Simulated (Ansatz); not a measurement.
```xyz
16

C     1.3829   -2.0820   -1.8264
S     0.1703   -2.1332   -0.4697
Ga   -0.0008    0.0007   -0.0016
S    -1.3455    0.6660    1.5956
C    -2.0204   -0.9297    2.1539
S     1.1719    1.4679   -1.1302
C     0.6379    3.0115   -0.3268
H     2.3305   -1.6616   -1.4933
H     1.5436   -3.1138   -2.1380
H     1.0039   -1.5120   -2.6732
H    -1.2332   -1.5811    2.5302
H    -2.5624   -1.4308    1.3533
H    -2.7132   -0.7070    2.9650
H     1.1730    3.8207   -0.8230
H    -0.4327    3.1695   -0.4474
H     0.8942    3.0148    0.7315
```

The species carries charge 0 and has multiplicity 1.

Task: List the CAM-B3LYP/def2-TZVPP orbital energies in eV (Ansatz 0.2.0). (Estimate.)

Result: Computed: Occupied: -10140.12, -2419.60, -2419.60, -2419.60, -1251.74, -1109.03, -1108.95, -1108.95, -279.58, -279.57, -279.57, -217.62, -217.62, -217.62, -162.21, -162.21, -162.21, -162.11, -162.11, -162.11, -162.01, -162.01, -162.01, -152.08, -105.51, -105.34, -105.34, -25.40, -25.30, -25.30, -25.21, -25.21, -23.43, -23.16, -23.16, -19.53, -19.14, -19.14, -14.45, -13.81, -13.81, -13.70, -13.62, -13.62, -12.53, -11.80, -11.80, -10.91, -9.19, -9.19, -8.98, -8.19, -8.19. Lowest empty: 0.33, 0.55, 1.21, 1.21, 2.54, 2.79, 3.35, 3.35.
